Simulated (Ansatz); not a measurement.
In(PF3)H3 (InPH3F3). Total charge 0; singlet. Geometry r2SCAN-D4/def2-SVP; atoms count from 1.

```
atom   x (Å)   y (Å)   z (Å)
 In1   0.179  -1.467   0.783
  P2  -0.127   1.013  -0.543
  F3  -0.779   1.038  -1.991
  F4   1.174   1.872  -0.846
  F5  -1.010   2.141   0.142
  H6   0.929  -0.722   2.154
  H7   1.160  -2.107  -0.492
  H8  -1.526  -1.768   0.793
```

In the def2 sets In takes a core potential; there is no spin–orbit coupling.

Q: Estimate the Mulliken populations from the PBE0/def2-TZVP orbitals of Ansatz.

A: 
| atom | charge (e) |
| --- | --- |
| In1 | 0.13 |
| P2 | 0.80 |
| F3 | -0.21 |
| F4 | -0.21 |
| F5 | -0.21 |
| H6 | -0.10 |
| H7 | -0.10 |
| H8 | -0.10 |
Mulliken values depend strongly on the basis.

Q: And the Mayer bond orders between heavy atoms (over 0.3)?

A: In1–P2 0.38 (2.83 Å); P2–F3 1.14 (1.59 Å); P2–F4 1.14 (1.59 Å); P2–F5 1.14 (1.59 Å).
